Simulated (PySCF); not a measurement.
PySCF input file for C3H8F2Si, SMILES CCC[SiH](F)F, PBE/pcSseg-1. Geometry optimised at PBE-D3(BJ)/def2-SVP. One conformer was computed; it need not be the lowest.

```python
import numpy as np
from pyscf import gto, scf, dft
from pyscf.prop.nmr import rks as nmr

mol = gto.M(
    atom='''
    Si    0.66916848    0.62034714   -0.16745612
    F     1.90909329    1.29661293    0.65413951
    F     1.30633090   -0.54859924   -1.11741109
    C    -0.50373757   -0.17156504    1.05293685
    C    -1.47407661   -1.20592954    0.45199034
    C    -2.43472254   -0.62207383   -0.58678651
    H     0.10932281    1.67509224   -1.06614411
    H     0.13457286   -0.63653867    1.83606533
    H    -1.06308513    0.64435136    1.56426233
    H    -0.88431838   -2.02653200   -0.00955800
    H    -2.05770991   -1.67476014    1.27312826
    H    -3.03315257    0.21176953   -0.16345193
    H    -3.14390400   -1.38867533   -0.95777374
    H    -1.89368176   -0.22427964   -1.47154246
    ''',
    basis='pcSseg-1',
    charge=0,
    spin=0,
    max_memory=1600,
    verbose=3,
)
mf = dft.RKS(mol, xc='pbe')
mf.grids.level = 3
mf.conv_tol = 1e-10
mf.max_cycle = 100
mf.kernel()
n = nmr.NMR(mf)
n.verbose = 2
n.max_cycle_cphf = 60
sigma = n.kernel()
print('atom   isotropic/ppm   span/ppm')
for i, s in enumerate(sigma):
    w = np.linalg.eigvalsh((s + s.T) / 2)
    print(f'{mol.atom_symbol(i):2s}{i + 1:3d} {w.mean():14.3f} {w[2] - w[0]:11.3f}')
```

Output:

```
converged SCF energy = -607.901571138968
atom   isotropic/ppm   span/ppm
Si  1        327.325      95.158
F   2        306.005     145.999
F   3        315.532     129.978
C   4        157.531      25.337
C   5        157.088      16.227
C   6        160.032      28.368
H   7         25.515       8.995
H   8         29.799       9.886
H   9         30.299       8.553
H  10         29.190       8.528
H  11         29.298      11.772
H  12         30.077       8.627
H  13         29.724      10.966
H  14         29.942       8.743
```

The calculation finished and met its thresholds.
